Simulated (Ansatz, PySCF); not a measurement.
Reaction (SMILES): F[Se]F [fluoro selenohypofluorite] → F[Se]F as doublet, charge +1 + e-
Structures are relaxed separately at B3LYP-D3(BJ)/def2-TZVP in Ansatz (a first-principles code).

Wanted: adiabatic ionisation energy (electronic energy difference), in eV. Correlated levels leave the core frozen unless marked. UHF or UKS for open shells. No spin-orbit coupling. The frozen core is the preceding noble-gas configuration, with the filled d and f shells of earlier blocks. No relativistic terms. CBS(X,Y): correlation extrapolated as X^-3; Hartree-Fock from the larger set.

```csv
level,program,adiabatic ionisation energy (eV)
PBE/def2-TZVPD,Ansatz,___
revPBE/def2-TZVPD,Ansatz,9.59
BP86-D3(BJ)/def2-TZVPD,PySCF + dftd3,9.77
TPSS-D3(BJ)/def2-TZVPD,PySCF + dftd3,___
B3LYP/def2-TZVPD,Ansatz,___
PBE0/def2-SVP,Ansatz,9.79
PBE0-D4/def2-TZVP,Ansatz + dftd4,9.72
BHLYP/def2-TZVPD,Ansatz,9.83
HSE06-D4/def2-TZVPD,Ansatz + dftd4,9.74
CAM-B3LYP-D3(BJ)/def2-TZVPD,Ansatz + dftd3,9.92
CAM-B3LYP-D4/def2-TZVPD,Ansatz + dftd4,9.93
B2GP-PLYP-D3(BJ)/def2-TZVPD,Ansatz + dftd3,9.78
B2PLYP-D4/def2-TZVPD,Ansatz + dftd4,9.77
SCS-MP2/6-31G*,Ansatz,9.39
CCSD/6-31G,Ansatz,___
"CCSD(T)/CBS(cc-pVTZ,cc-pVQZ)",Ansatz,9.92
```

Problem. Fill in the missing entries.

Solution. 
- PBE/def2-TZVPD, adiabatic ionisation energy (eV): 9.64
- TPSS-D3(BJ)/def2-TZVPD, adiabatic ionisation energy (eV): 9.67
- B3LYP/def2-TZVPD, adiabatic ionisation energy (eV): 9.89
- CCSD/6-31G, adiabatic ionisation energy (eV): 10.03
